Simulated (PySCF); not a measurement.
Species: C₆H₉ClS.
Cartesian coordinates in Å at the GFN2-xTB level; atoms count from 1:
```
atom  x, y, z in Å
C1    -1.036    1.327    0.081
C2    -0.282    0.006   -0.035
C3    -1.195   -1.112   -0.518
Cl4   -1.744   -0.804   -2.186
C5     1.090    0.107   -0.746
C6     1.799   -0.138    0.598
C7     0.463   -0.353    1.234
S8    -0.026   -0.836    2.687
H9    -1.469    1.591   -0.881
H10   -0.362    2.120    0.395
H11   -1.832    1.237    0.817
H12   -2.083   -1.184    0.111
H13   -0.672   -2.069   -0.528
H14    1.288    1.071   -1.208
H15    1.254   -0.679   -1.478
H16    2.468   -0.997    0.648
H17    2.331    0.725    0.999
```

The calculation used TDDFT CAM-B3LYP/def2-SVPD, vertical, gas phase, core orbitals frozen in the response (PySCF).

Transition dipole moments from the ground state, in atomic units and in the frame of the coordinates above (overall signs are arbitrary), for the states with f of 0.002 or more among the lowest 8:

| state | E (eV) | μx | μy | μz |
| --- | --- | --- | --- | --- |
| S2 | 5.633 | 0.208 | 0.412 | -1.232 |
| S3 | 5.715 | -0.024 | 0.067 | 0.239 |
| S4 | 6.028 | -0.080 | -0.082 | -0.093 |
| S5 | 6.215 | -0.642 | 0.044 | -0.241 |
| S6 | 6.520 | -0.150 | -0.071 | 0.108 |
| S7 | 6.742 | -0.255 | 0.024 | -0.126 |
| S8 | 6.859 | -0.348 | -0.068 | -0.036 |

Work out the oscillator strengths.

f = (2/3) ΔE |μ|² with ΔE in hartree (27.2114 eV).

| state | \|μ\|² (au) | \|μ\| (D) | f |
| --- | --- | --- | --- |
| S2 | 1.732 | 3.34 | 0.239 |
| S3 | 0.062 | 0.63 | 0.009 |
| S4 | 0.022 | 0.37 | 0.003 |
| S5 | 0.472 | 1.75 | 0.072 |
| S6 | 0.039 | 0.50 | 0.006 |
| S7 | 0.081 | 0.72 | 0.013 |
| S8 | 0.127 | 0.91 | 0.021 |

Which bond between heavy atoms lies closest to the direction of the S2 transition dipole?

C7–S8, at 9° from it; next C3–Cl4 at 28°.

What angle do the transition dipoles of S5 and S8 make?

|cos θ| = |μa·μb| / (|μa| |μb|) = 0.94, so θ ≈ 21° (taken between 0 and 90°, since the signs are arbitrary).

How is the summed strength of these states shared among x, y and z?

(2/3) Σ ΔE μα² gives 0.104 for x, 0.027 for y and 0.232 for z, 0.364 in all.

What peak molar absorption coefficient would the strongest computed level give as a lone Gaussian band 0.4 eV wide at half height?

ε(max) = 2.175×10⁸ f / FWHM, with the width in cm⁻¹. S2: 2.175×10⁸ × 0.2390 / 3226 ≈ 16000 L mol⁻¹ cm⁻¹.

On Arm Neoverse V1, one thread, on a shared host, this took 2.0 min wall (grids of density and orbitals included) and 1.1 GiB of memory at its peak.

One conformer stands for the species.
